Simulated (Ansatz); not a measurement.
`[CH3][Sn]([CH3])([CH3])[Sn]([CH3])([CH3])[Sn]([CH3])([CH3])[CH3]` with charge +1. Total charge 1; doublet. Geometry r2SCAN-D4/def2-SVP, that of the neutral singlet; atoms count from 1.

Cartesian coordinates in Å:
```
C 1.185 2.870 -0.266
Sn 1.706 1.164 0.976
C 0.916 1.574 2.958
C 3.872 1.070 1.124
Sn 0.559 -1.148 -0.096
C 1.736 -1.896 -1.771
C 0.526 -2.750 1.382
Sn -2.031 -0.496 -0.920
C -2.963 0.781 0.573
C -3.308 -2.228 -1.222
C -1.993 0.640 -2.772
H 1.579 3.796 0.181
H 0.090 2.958 -0.347
H 1.602 2.760 -1.279
H -0.177 1.695 2.915
H 1.153 0.752 3.650
H 1.360 2.504 3.347
H 4.176 0.244 1.783
H 4.318 0.911 0.131
H 4.257 2.015 1.539
H 1.786 -1.146 -2.574
H 2.758 -2.128 -1.435
H 1.276 -2.813 -2.170
H -0.035 -2.440 2.275
H 1.555 -3.004 1.678
H 0.049 -3.644 0.953
H -2.349 1.679 0.738
H -3.960 1.096 0.228
H -3.070 0.249 1.531
H -2.893 -2.878 -2.007
H -4.313 -1.900 -1.529
H -3.393 -2.810 -0.292
H -1.412 1.565 -2.639
H -3.021 0.907 -3.062
H -1.538 0.050 -3.581
```

In the def2 sets Sn takes a core potential; there is no spin–orbit coupling.

Q: Estimate the Mulliken populations of the heavy atoms from the PBE0/def2-SVP orbitals of Ansatz.

A: 
| atom | charge (e) | spin (α − β) |
| --- | --- | --- |
| C1 | -0.37 | 0.01 |
| Sn2 | 0.52 | 0.20 |
| C3 | -0.36 | 0.03 |
| C4 | -0.35 | 0.07 |
| Sn5 | 0.32 | 0.36 |
| C6 | -0.37 | -0.02 |
| C7 | -0.37 | -0.02 |
| Sn8 | 0.52 | 0.20 |
| C9 | -0.37 | 0.01 |
| C10 | -0.35 | 0.07 |
| C11 | -0.36 | 0.03 |
Mulliken values depend strongly on the basis.

Q: Where does the spin sit?

A: Summed by element: C 0.18, Sn 0.76, H 0.06, of 1 unpaired in all. Largest on single atoms: Sn5 0.36, Sn2 0.20, Sn8 0.20.

Q: And the Mayer bond orders between heavy atoms (over 0.3)?

A: C1–Sn2 0.98 (2.17 Å); Sn2–C3 0.98 (2.17 Å); Sn2–C4 0.97 (2.17 Å); Sn2–Sn5 0.69 (2.79 Å); Sn5–C6 1.01 (2.18 Å); Sn5–C7 1.01 (2.18 Å); Sn5–Sn8 0.69 (2.79 Å); Sn8–C9 0.98 (2.17 Å); Sn8–C10 0.97 (2.17 Å); Sn8–C11 0.98 (2.17 Å).
